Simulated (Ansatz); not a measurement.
An input meant for Zn₇S₇ (charge 0, singlet).

```yaml
crystal:
  periodic: [false, false, false]
  atoms:
    - {symbol: Zn, position_ang: [1.873452, -1.657174, -0.095585]}
    - {symbol: Zn, position_ang: [-1.355686, 1.910246, -1.443538]}
    - {symbol: Zn, position_ang: [-1.378762, -0.705751, -1.490861]}
    - {symbol: Zn, position_ang: [-1.830016, 0.718727, 1.224672]}
    - {symbol: Zn, position_ang: [-0.230072, -1.432288, 1.927452]}
    - {symbol: Zn, position_ang: [1.198447, 0.902988, -1.655473]}
    - {symbol: Zn, position_ang: [1.955045, 0.690289, 1.036957]}
    - {symbol: S, position_ang: [-3.114534, 0.696044, -0.688772]}
    - {symbol: S, position_ang: [-0.298800, -2.331116, -0.350820]}
    - {symbol: S, position_ang: [2.073472, -1.264140, 2.209842]}
    - {symbol: S, position_ang: [-0.425383, 0.716949, -3.184439]}
    - {symbol: S, position_ang: [0.179723, 2.064585, 0.384121]}
    - {symbol: S, position_ang: [3.145828, 0.099323, -0.957316]}
    - {symbol: S, position_ang: [-1.792704, -0.408682, 3.083771]}
basis:
  gaussian: {orbitals: def2-SVP, nuclear_model: gaussian}
total_charge: -1
magnetization: {spin_polarized: true, initial_magnetization: 2}
hamiltonian: {xc: {name: SPW92}}
scf: {omitted_lower_state_checks: [starts]}
```

```sh
$ ansatz run in.yaml --threads 2 --pin off --events-out ev --progress --plain --max-ram 32768MiB --backend cuda --devices 0, --max-vram 18GiB
```

Question: Predict how Ansatz answers.

Answer: The input was rejected before any iteration. The number of unpaired electrons doesn't fit the electron count.
```
Error: a molecule whose nuclei and cores have a total charge of 322 cannot have a net charge of -1 together with 2 unpaired electrons
```
